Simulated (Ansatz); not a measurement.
Stepwise reaction of `[Cl][Sn][Cl]` with hydrogen fluoride, as a gas-phase model of exchange steps in deposition or etching. ΔE in kJ/mol; ΔG adds harmonic PBE0-D4 terms to CCSD(T)/CBS, at 1 bar.

Computed with Ansatz on PBE0-D4/def2-TZVP structures; ΔE is electronic, products minus reactants. CBS: MP2 limit from def2 TZ/QZ plus the TZ coupled-cluster correction, frozen cores. This one scheme is used for every species. DFT in def2-TZVPP. B3LYP here is the variant with VWN-RPA as its local correlation; programs differ in this. def2 core potentials past Kr. For Sn outer-core shells are correlated without core-valence functions, which leaves a few kJ/mol of doubt a bond.

```json
{"step": "1", "reaction": "`[Cl][Sn][Cl]` + H–F → `[F][Sn][Cl]` + HCl", "PBE-D4": "26.1", "B3LYP-D4": "26.2", "ωB97M-V": "24.0", "CCSD(T)/CBS": "29.7", "ΔG(500 K)": "20.3"}
{"step": "2", "reaction": "`[F][Sn][Cl]` + H–F → `[F][Sn][F]` + HCl", "PBE-D4": "23.9", "B3LYP-D4": "23.8", "ωB97M-V": "21.8", "CCSD(T)/CBS": "26.5", "ΔG(500 K)": "23.0"}
```

Q: By hand: ΔE of the 2 steps together at CCSD(T)/CBS.

A: (29.7) + (26.5) = 56.2 kJ/mol, or 28.1 kJ/mol a step.

In ΔE the steps differ by no more than 3.2 kJ/mol. All are uphill at CCSD(T)/CBS. ΔG lies between 20.3 and 23.0 kJ/mol a step. PBE-D4 differs from CCSD(T)/CBS by -3.6 to -2.6 kJ/mol a step. Isolated molecules leave out the surface, adducts and barriers. Largest T1 diagnostic: 0.017.
